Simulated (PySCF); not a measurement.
Si(H)2(OAc)(OH) (C2H6O3Si), SMILES CC(=O)O[SiH2]O. Geometry optimised at B3LYP-D3(BJ)/def2-SVP. Other conformers were not sampled.

Method: B3LYP-D3(BJ)/def2-SVP (PySCF 2.14.0).

Harmonic wavenumbers (cm⁻¹): 90, 98, 116, 121, 220, 297, 385, 584, 612, 658, 754, 780, 840, 911, 918, 939, 993, 1021, 1053, 1298, 1389, 1437, 1447, 1823, 2259, 2313, 3051, 3129, 3179, 3879. Rotational constants (GHz): 7.597, 1.585, 1.348; symmetry number 1.

Question: Work out the zero-point energy and the ideal-gas rigid-rotor harmonic-oscillator thermochemistry at 298.15 K and 1 atm.

Answer: ZPE = ½ Σ hcν = ½ × 36596 cm⁻¹ = 218.89 kJ/mol. H − E(el) = 242.34 kJ/mol. Entropy in J/(mol K): translation 166.92, rotation 114.58, vibration 85.57, total 367.07. G − E(el) = 132.89 kJ/mol. Cp = 119.85 J/(mol K). Modes under 150 cm⁻¹ make the vibrational entropy uncertain.
